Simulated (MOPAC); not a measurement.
Job for MOPAC: PM3 on CH7FSi (a complex), monomers drawn apart or pushed together.

```
PM3 1SCF PRECISE CHARGE=0 THREADS=1
CH7FSi

Si     0.12859651 1    -0.11517574 1     0.19653468 1
H      0.47176160 1    -1.52352107 1     0.48203356 1
H     -1.24484987 1     0.18356929 1     0.65977926 1
H      0.19705063 1     0.11724844 1    -1.26637512 1
H      1.08659517 1     0.79310306 1     0.86536081 1
C     -0.55634926 1     0.81383098 1     5.10684149 1
F     -0.17976801 1    -0.41487814 1     4.57137010 1
H     -1.52749398 1     1.09034097 1     4.69590314 1
H     -0.61714923 1     0.71543658 1     6.19088723 1
H      0.19320452 1     1.55719958 1     4.83480395 1
```

Program output:

```
*******************************************************************************
 **                                                                           **
 **                              MOPAC v23.2.5                                **
 **                                                                           **
 *******************************************************************************
 ** MOPAC's Digital Object Identifier: https://doi.org/10.5281/zenodo.6511958 **
 **                                                                           **
 ** Please cite the open-source release paper for use of this MOPAC version:  **
 ** J. E. Moussa and J. J. P. Stewart (2026)                                  **
 ** MOPAC: An open-source semiempirical molecular orbital program             **
 ** J. Open Source Softw., 11(119), 8025, https://doi.org/10.21105/joss.08025 **
 *******************************************************************************

                              PM3 CALCULATION RESULTS

 *******************************************************************************
 *  PM3        - The PM3 Hamiltonian to be used
 *
 *
 *
 *                 CHARGE ON SYSTEM = 0
 *
 *
 *
 *  PRECISE    - TIGHTER CRITERIA TO BE USED
 *  1SCF       - DO 1 SCF AND THEN STOP
 *  THREADS=1  - MULTI-THREADING NOT USED
 *  T=         - A TIME OF 172800.0 SECONDS REQUESTED
 *  DUMP=N     - RESTART FILE WRITTEN EVERY 7200.0 SECONDS REQUESTED
 *******************************************************************************
PM3 1SCF PRECISE CHARGE=0 THREADS=1
 CH7FSi

   ATOM   CHEMICAL          X               Y               Z
  NUMBER   SYMBOL      (ANGSTROMS)     (ANGSTROMS)     (ANGSTROMS)

     1      Si          0.12859651  *  -0.11517574  *   0.19653468  *
     2       H          0.47176160  *  -1.52352107  *   0.48203356  *
     3       H         -1.24484987  *   0.18356929  *   0.65977926  *
     4       H          0.19705063  *   0.11724844  *  -1.26637512  *
     5       H          1.08659517  *   0.79310306  *   0.86536081  *
     6       C         -0.55634926  *   0.81383098  *   5.10684149  *
     7       F         -0.17976801  *  -0.41487814  *   4.57137010  *
     8       H         -1.52749398  *   1.09034097  *   4.69590314  *
     9       H         -0.61714923  *   0.71543658  *   6.19088723  *
    10       H          0.19320452  *   1.55719958  *   4.83480395  *



          CARTESIAN COORDINATES

    NO.       ATOM           X           Y           Z

     1        Si          0.1286     -0.1152      0.1965
     2         H          0.4718     -1.5235      0.4820
     3         H         -1.2448      0.1836      0.6598
     4         H          0.1971      0.1172     -1.2664
     5         H          1.0866      0.7931      0.8654
     6         C         -0.5563      0.8138      5.1068
     7         F         -0.1798     -0.4149      4.5714
     8         H         -1.5275      1.0903      4.6959
     9         H         -0.6171      0.7154      6.1909
    10         H          0.1932      1.5572      4.8348

  H: (PM3): J. J. P. STEWART, J. COMP. CHEM. 10, 209 (1989).
  C: (PM3): J. J. P. STEWART, J. COMP. CHEM. 10, 209 (1989).
  F: (PM3): J. J. P. STEWART, J. COMP. CHEM. 10, 209 (1989).
 Si: (PM3): J. J. P. STEWART, J. COMP. CHEM. 10, 209 (1989).

           Empirical Formula: C H7 Si F  =    10 atoms



      MOLECULAR POINT GROUP   :   Cs


      RHF CALCULATION, NO. OF DOUBLY OCCUPIED LEVELS = 11


 -------------------------------------------------------------------------------
 PM3 1SCF PRECISE CHARGE=0 THREADS=1
 CH7FSi



     1SCF WAS SPECIFIED, SO BFGS WAS NOT USED
     SCF FIELD WAS ACHIEVED


                              PM3 CALCULATION
                                                       MOPAC v23.2.5 Linux




          FINAL HEAT OF FORMATION =        -39.88791 KCAL/MOL =    -166.89102 KJ/MOL


          COSMO AREA              =        137.47 SQUARE ANGSTROMS
          COSMO VOLUME            =        118.11 CUBIC ANGSTROMS

          IONIZATION POTENTIAL    =         11.683035 EV
          HOMO LUMO ENERGIES (EV) =        -11.683  0.705
          NO. OF FILLED LEVELS    =         11
          MOLECULAR WEIGHT        =         66.1502         POINT GROUP:  Cs

          MOLECULAR DIMENSIONS (Angstroms)

            Atom       Atom       Distance
            H     9    H     4     7.52539
            H     2    H    10     2.73162
            H     3    H     5     2.29021


          SCF CALCULATIONS        =          1





   ATOM   CHEMICAL          X               Y               Z
  NUMBER   SYMBOL      (ANGSTROMS)     (ANGSTROMS)     (ANGSTROMS)

     1      Si          0.12859651  *  -0.11517574  *   0.19653468  *
     2       H          0.47176160  *  -1.52352107  *   0.48203356  *
     3       H         -1.24484987  *   0.18356929  *   0.65977926  *
     4       H          0.19705063  *   0.11724844  *  -1.26637512  *
     5       H          1.08659517  *   0.79310306  *   0.86536081  *
     6       C         -0.55634926  *   0.81383098  *   5.10684149  *
     7       F         -0.17976801  *  -0.41487814  *   4.57137010  *
     8       H         -1.52749398  *   1.09034097  *   4.69590314  *
     9       H         -0.61714923  *   0.71543658  *   6.19088723  *
    10       H          0.19320452  *   1.55719958  *   4.83480395  *

                             CARTESIAN COORDINATES

   1   Si        0.128596510    -0.115175740     0.196534680
   2    H        0.471761600    -1.523521070     0.482033560
   3    H       -1.244849870     0.183569290     0.659779260
   4    H        0.197050630     0.117248440    -1.266375120
   5    H        1.086595170     0.793103060     0.865360810
   6    C       -0.556349260     0.813830980     5.106841490
   7    F       -0.179768010    -0.414878140     4.571370100
   8    H       -1.527493980     1.090340970     4.695903140
   9    H       -0.617149230     0.715436580     6.190887230
  10    H        0.193204520     1.557199580     4.834803950


           Empirical Formula: C H7 Si F  =    10 atoms



      MOLECULAR POINT GROUP   :   Cs


                  EIGENVALUES
 -31.24457 -20.00178 -17.50233 -17.49259 -17.01101 -16.66819 -13.00777 -12.99963
 -11.76499 -11.74720 -11.68304   0.70488   2.25356   2.28080   2.32433   2.82997
   3.85684   3.86047   3.96168


              NET ATOMIC CHARGES AND DIPOLE CONTRIBUTIONS

  ATOM NO.   TYPE          CHARGE      No. of ELECS.   s-Pop       p-Pop
    1         Si           0.462643        3.5374     0.91504     2.62232
    2          H          -0.110832        1.1108     1.11083
    3          H          -0.116281        1.1163     1.11628
    4          H          -0.119240        1.1192     1.11924
    5          H          -0.116272        1.1163     1.11627
    6          C           0.057805        3.9422     1.12776     2.81443
    7          F          -0.163984        7.1640     1.80087     5.36311
    8          H           0.035894        0.9641     0.96411
    9          H           0.034348        0.9657     0.96565
   10          H           0.035918        0.9641     0.96408
 DIPOLE           X         Y         Z       TOTAL
 POINT-CHG.    -0.335     1.070     0.536     1.243
 HYBRID        -0.078     0.262     0.093     0.288
 SUM           -0.413     1.332     0.629     1.529


          ATOMIC ORBITAL ELECTRON POPULATIONS

     Atom    s        px        py        pz
    1 Si   0.91504   0.87317   0.87666   0.87248
    2  H   1.11083
    3  H   1.11628
    4  H   1.11924
    5  H   1.11627
    6  C   1.12776   0.98729   0.85596   0.97118
    7  F   1.80087   1.94568   1.51698   1.90045
    8  H   0.96411
    9  H   0.96565
   10  H   0.96408

 **********************
 *                    *
 * JOB ENDED NORMALLY *
 *                    *
 **********************




 == MOPAC DONE ==
```

The run finished.

Cost: about 0.010 core-seconds (a rough figure).
